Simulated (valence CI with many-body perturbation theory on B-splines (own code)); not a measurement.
**Energy levels of Se XXII**

Method: configuration interaction combined with many-body perturbation theory (CI+MBPT): three valence electrons over a frozen Dirac-Fock core [Ne], a basis of 11 s, 11 p, 9 d, 7 f, 5 g, 2 h, 1 i functions for each j, with the one-electron correlation potential Σ1 (screened to all orders), the two-electron term Σ2, the three-electron term Σ3, Breit, model QED; selected single and double excitations, second order for the rest (own B-spline code, finite nucleus).

No measured levels were compared; by estimate levels of excited configurations hold to 0.05 to 0.15 % of their energy, terms of the ground configuration to about 0.5 %.

Levels 1 to 45 of 67, with energies above the lowest level, 3s2 3p 2P°_1/2. "Leading %" is the weight of the configuration and term that name the level; weights of strongly mixed levels are sums over their largest components and can fall short. Lifetimes count E1, E2, E3, M1 and M2 decay at the calculated energies, and are blank where another channel may lead or the interval is too uncertain; long ones can be off by a factor of two.

| No. | Configuration | Term | J | E (cm⁻¹) | Leading % | g | Lifetime |
| --- | --- | --- | --- | --- | --- | --- | --- |
| 1 | 3s2 3p | 2P° | 1/2 | 0 | 98 | 0.663 |  |
| 2 | 3s2 3p | 2P° | 3/2 | 73656 | 98 | 1.332 | 278 μs |
| 3 | 3s 3p2 | 4P | 1/2 | 371560 | 93 | 2.616 | 2.15 ns |
| 4 | 3s 3p2 | 4P | 3/2 | 408830 | 98 | 1.721 | 15.1 ns |
| 5 | 3s 3p2 | 4P | 5/2 | 438840 | 86 | 1.543 | 2.51 ns |
| 6 | 3s 3p2 | 2D | 3/2 | 514170 | 82 | 0.827 | 130 ps |
| 7 | 3s 3p2 | 2D | 5/2 | 534560 | 74 | 1.254 | 283 ps |
| 8 | 3s 3p2 | 2P | 1/2 | 592310 | 56 | 1.270 | 18.4 ps |
| 9 | 3s 3p2 | 2S | 1/2 | 665670 | 55 | 1.446 | 19.8 ps |
| 10 | 3s 3p2 | 2P | 3/2 | 677250 | 91 | 1.305 | 12.3 ps |
| 11 | 3s2 3d | 2D | 3/2 | 759820 | 83 | 0.807 | 12.5 ps |
| 12 | 3s2 3d | 2D | 5/2 | 769820 | 86 | 1.199 | 15.6 ps |
| 13 | 3p3 | 2D° | 3/2 | 945610 | 41 | 1.132 | 45.2 ps |
| 14 | 3p3 | 2D° | 5/2 | 978360 | 66 | 1.196 | 121 ps |
| 15 | 3p3 | 4S° | 3/2 | 987610 | 68 | 1.629 | 19.0 ps |
| 16 | 3s 3p 3d | 4F° | 3/2 | 1032100 | 94 | 0.437 | 345 ps |
| 17 | 3s 3p 3d | 4F° | 5/2 | 1047300 | 93 | 1.041 | 325 ps |
| 18 | 3s 3p 3d | 4F° | 7/2 | 1070700 | 92 | 1.246 | 327 ps |
| 19 | 3p3 | 2P° | 1/2 | 1073000 | 81 | 0.663 | 28.2 ps |
| 20 | 3p3 | 2P° | 3/2 | 1100700 | 46 | 1.341 | 27.3 ps |
| 21 | 3s 3p 3d | 4P° | 5/2 | 1107700 | 57 | 1.477 | 21.1 ps |
| 22 | 3s 3p 3d | 4F° | 9/2 | 1109300 | 100 | 1.332 |  |
| 23 | 3s 3p 3d | 4D° | 3/2 | 1114500 | 56 | 1.345 | 16.7 ps |
| 24 | 3s 3p 3d | 4D° | 1/2 | 1114900 | 88 | 0.249 | 13.8 ps |
| 25 | 3s 3p 3d | 4D° | 7/2 | 1158400 | 92 | 1.412 | 15.9 ps |
| 26 | 3s 3p 3d | 4D° | 5/2 | 1159200 | 64 | 1.356 | 15.2 ps |
| 27 | 3s 3p 3d | 4P° | 3/2 | 1161800 | 58 | 1.473 | 17.7 ps |
| 28 | 3s 3p 3d | 4P° | 1/2 | 1161900 | 91 | 2.425 | 20.4 ps |
| 29 | 3s 3p 3d | 2F° | 5/2 | 1175300 | 41 | 1.136 | 22.1 ps |
| 30 | 3s 3p 3d | 2D° | 3/2 | 1176000 | 63 | 0.911 | 15.5 ps |
| 31 | 3s 3p 3d | 2F° | 5/2 | 1199300 | 54 | 1.043 | 23.9 ps |
| 32 | 3s 3p 3d | 2F° | 7/2 | 1248800 | 99 | 1.141 | 27.2 ps |
| 33 | 3s 3p 3d | 2P° | 3/2 | 1286000 | 56 | 1.190 | 9.91 ps |
| 34 | 3s 3p 3d | 2F° | 7/2 | 1321000 | 96 | 1.147 | 11.8 ps |
| 35 | 3s 3p 3d | 2P° | 1/2 | 1323600 | 89 | 0.660 | 13.9 ps |
| 36 | 3s 3p 3d | 2F° | 5/2 | 1327600 | 92 | 0.877 | 10.2 ps |
| 37 | 3s 3p 3d | 2P° | 1/2 | 1351100 | 88 | 0.659 | 8.08 ps |
| 38 | 3s 3p 3d | 2P° | 3/2 | 1359100 | 48 | 1.069 | 8.76 ps |
| 39 | 3s 3p 3d | 2D° | 5/2 | 1365100 | 79 | 1.175 | 7.59 ps |
| 40 | 3s 3p 3d | 2P° | 3/2 | 1366800 | 62 | 1.191 | 8.08 ps |
| 41 | 3p2 3d | 4F | 3/2 | 1542600 | 75 | 0.564 | 31.7 ps |
| 42 | 3p2 3d | 2F | 5/2 | 1560400 | 71 | 0.942 | 64.0 ps |
| 43 | 3p2 3d | 4F | 5/2 | 1566600 | 77 | 1.037 | 32.6 ps |
| 44 | 3p2 3d | 2F | 7/2 | 1582100 | 62 | 1.161 | 53.2 ps |
| 45 | 3p2 3d | 2P | 3/2 | 1591800 | 57 | 1.143 | 23.3 ps |

Names give the largest LS component (configuration and term), which can be under half, so a name can repeat, a term be missing and a line seem to break the LS rules; names also repeat where a configuration has a term twice.

Where two levels of one J and parity lie close, their mixing, g and order are uncertain.

The ionisation energy to 3s2 1S_0 of the next ion comes out as 893.78 eV (NIST: 887 ± 4 eV (semi-empirical)). All 67 levels together are meant to be complete up to 1806100 cm⁻¹.
